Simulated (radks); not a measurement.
Problem. Ce L, 9 electrons, occupied as 1s1.75 2s2 2p5 3d0.25 (fractional occupations, a model configuration). Method: Dirac Kohn-Sham, PBEsol, spin-unpolarised, spherical densities, finite nucleus; open shells fill j = l - 1/2 first; Fermi nuclear charge, rms radius 4.8771 fm; computed with a radial shooting solver on a logarithmic mesh with Libxc functionals. Some entries of the table are withheld. Estimate them.

orbital  occ.  eigenvalue (eV)  <r> (bohr)
1s1/2    1.75        -44220.72         (1)
2s1/2       2        -9959.538      0.1019
2p1/2       2              (2)     0.08510
2p3/2       3              (3)     0.09090
3s1/2       0        -4150.609         (4)
3p1/2       0        -4057.931         (5)
3p3/2       0        -3927.662         (6)
3d3/2    0.25        -3808.359         (7)
3d5/2       0        -3775.164         (8)

Solution. 
(1) 1s1/2 <r> (bohr): 0.02451
(2) 2p1/2 eigenvalue (eV): -9690.808
(3) 2p3/2 eigenvalue (eV): -9210.852
(4) 3s1/2 <r> (bohr): 0.2421
(5) 3p1/2 <r> (bohr): 0.2275
(6) 3p3/2 <r> (bohr): 0.2359
(7) 3d3/2 <r> (bohr): 0.2020
(8) 3d5/2 <r> (bohr): 0.2048
